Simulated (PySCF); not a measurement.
C2H2F2. Atoms are numbered in the order given.

```xyz
6

C      0.0000     0.0000     1.3819
C      0.0000     0.0000     0.0582
F      0.0000     1.0734    -0.6934
F      0.0000    -1.0734    -0.6934
H      0.0000    -0.9458     1.9200
H      0.0000     0.9458     1.9200
```

Geometry optimised at PBE0-D3(BJ)/def2-SVP.

Level of theory: SMD-ωB97X/def2-SVP (PySCF).

Solvation free energies are E(SMD) − E(gas) at the gas-phase geometry, for 1 M in both phases. In vacuum the dipole moment is 1.03 D.

```
solvent       ΔG(solv) (kcal/mol)  its non-electrostatic (CDS) part  dipole (D)
------------  -------------------  --------------------------------  ----------
water                         2.3                               4.2        1.30
acetone                      -0.4                               1.4        1.29
diethylether                 -0.4                               0.9        1.22
```
